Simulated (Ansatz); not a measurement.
The Ge1–H2 bond of CH4Ge (SMILES [CH3][GeH]) is stretched (multiplicity 1, the rest rigid).
Geometry at rest (charge 0, multiplicity 1):
```xyz
6

Ge    -0.26416    -0.20224     0.31354
H     -1.28333    -0.57768    -0.86881
C      1.00678     0.72630    -0.93211
H      1.87672     1.13031    -0.41651
H      0.48299     1.53602    -1.44987
H      1.33612     0.02530    -1.70554
```

Frozen-core correlation. Filled d and f shells under p-block atoms count as core.

Programs: Ansatz (Gaussian basis) for Hartree–Fock, density functionals and correlated methods. Each number belongs to the level named beside it.

FIC-MRCISD+Q on CASSCF(2,2)/cc-pVTZ, total energies (hartree):

```tsv
R (Å)	CASSCF	MRCISD	weight c² of the reference
1.605	-2115.588258	-2115.862468	0.89848
2.810	-2115.514166	-2115.779850	0.89869
5.138	-2115.486462	-2115.749111	0.89958
```

Question: Add the Davidson correction (E_MRCISD − E_CASSCF)(1 − c²)/c² and give the energies above the first point at the three levels.

Answer: 
Corrections (hartree): -0.030983, -0.029952, -0.029318. Above the first point (kcal/mol):
- R = 2.810 Å: CASSCF 46.5, MRCISD 51.8, with the correction 52.5
- R = 5.138 Å: CASSCF 63.9, MRCISD 71.1, with the correction 72.2

Ansatz is a program for electronic structure.
